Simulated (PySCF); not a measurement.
Simulation results for Al$_{2}$BH$_{5}$N, C$_{2}$H$_{7}$NSi

Computed with PySCF 2.14.0. Calculation on a computer-drawn molecule: the log of a Hartree-Fock and frozen-core CCSD(T) single point meant for a local Hartree-Fock minimum, with one planted fault or none, to be diagnosed. Offsets are logged minus clean, where the clean run is the same molecule without the fault. The reference is restricted for singlets and unrestricted otherwise, and also for a bond in bohr or an excited solution. Adding or removing an electron swaps singlet and doublet. The excited solution moves the top pair (singlet) or top alpha electron (doublet) to the lowest empty orbital. Highest occupied and lowest empty are orbital energies over both spins, largest force is the largest gradient component, triples share is (T) over the correlation energy, the T1 limit is 0.02 restricted and 0.045 unrestricted, electrons count all cores, a negative frequency is imaginary (commonest isotopes), and the dipole is about the centre of nuclear charge.

Common to all runs: meant charge 0; meant basis cc-pV(D+d)Z; logged SCF converged yes; logged CC converged yes; logged SCF stable within its kind yes; possible faults no fault, one electron removed, one electron added, multiplicity raised by two, geometry at a saddle point, SCF held on an excited solution, minimal basis STO-3G, one bond length entered in bohr, all coordinates scaled.

(1) 
```xyz
9
formula=Al2BH5N meant_multiplicity=2 logged_electrons=43 logged_basis_functions=99 logged_spin_squared=1.5093 logged_highest_occupied=-8.3826 logged_lowest_empty=0.40864 logged_largest_force=0.025367 logged_T1_diagnostic=0.064129 logged_D1_diagnostic=0.28936 logged_triples_share=0.037254 logged_dipole_magnitude=0.94298 logged_energy_HF=-565.69282 logged_energy_CCSD(T)=-566.11012 planted_fault=one_bond_length_entered_in_bohr,row_5_of_the_drawn_bonds HF_energy_offset_from_clean_run=90.25 CCSD(T)_energy_offset_from_clean_run=92.05
N     -1.8379     0.1540    -2.5027
Al    -2.5960    -1.0753    -1.4824
B     -3.0033    -0.6944     0.5596
Al    -3.4207    -0.3501     2.5831
H     -1.5562     1.0733    -2.2179
H     -1.4310    -0.0839    -4.3392
H     -2.9574    -2.4649    -2.1496
H     -3.0535     1.0460     3.2393
H     -4.1021    -1.4788     3.4627
```

Units: logged_highest_occupied, logged_lowest_empty in eV; logged_largest_force in hartree/bohr; logged_dipole_magnitude in debye; logged_energy_HF, logged_energy_CCSD(T) in hartree; HF_energy_offset_from_clean_run, CCSD(T)_energy_offset_from_clean_run in kcal/mol.

Drawn bonds:
| atom | other atom | order |
| --- | --- | --- |
| 1 | 2 | 1 |
| 2 | 3 | 1 |
| 3 | 4 | 1 |
| 1 | 5 | 1 |
| 1 | 6 | 1 |
| 2 | 7 | 1 |
| 4 | 8 | 1 |
| 4 | 9 | 1 |

Notes: T1 above single-reference limit.

(2) 
```xyz
11
formula=C2H7NSi meant_multiplicity=1 logged_electrons=40 logged_basis_functions=100 logged_spin_squared=0 logged_highest_occupied=-8.5295 logged_lowest_empty=0.80486 logged_largest_force=3.277e-05 logged_lowest_frequency=142.39 logged_T1_diagnostic=0.010665 logged_D1_diagnostic=0.030469 logged_triples_share=0.028474 logged_dipole_magnitude=1.9244 logged_energy_HF=-423.12729 logged_energy_CCSD(T)=-423.7473 planted_fault=no_fault HF_energy_offset_from_clean_run=0 CCSD(T)_energy_offset_from_clean_run=0
C      0.6313    -1.4580    -0.5314
C     -0.7744    -0.8744    -0.3040
N     -1.3288    -0.1684    -1.4583
Si    -0.8931     0.2514     1.2547
H      0.6435    -2.0905    -1.4250
H      1.3737    -0.6679    -0.6891
H      0.9618    -2.0673     0.3128
H     -1.4521    -1.7120    -0.0866
H     -1.2944    -0.7494    -2.2811
H     -0.7818     0.6497    -1.6728
H     -0.5420    -0.8448     2.2481
```

Units: logged_highest_occupied, logged_lowest_empty in eV; logged_largest_force in hartree/bohr; logged_lowest_frequency in cm⁻¹; logged_dipole_magnitude in debye; logged_energy_HF, logged_energy_CCSD(T) in hartree; HF_energy_offset_from_clean_run, CCSD(T)_energy_offset_from_clean_run in kcal/mol.

Drawn bonds:
| atom | other atom | order |
| --- | --- | --- |
| 1 | 2 | 1 |
| 2 | 3 | 1 |
| 2 | 4 | 1 |
| 1 | 5 | 1 |
| 1 | 6 | 1 |
| 1 | 7 | 1 |
| 2 | 8 | 1 |
| 3 | 9 | 1 |
| 3 | 10 | 1 |
| 4 | 11 | 1 |
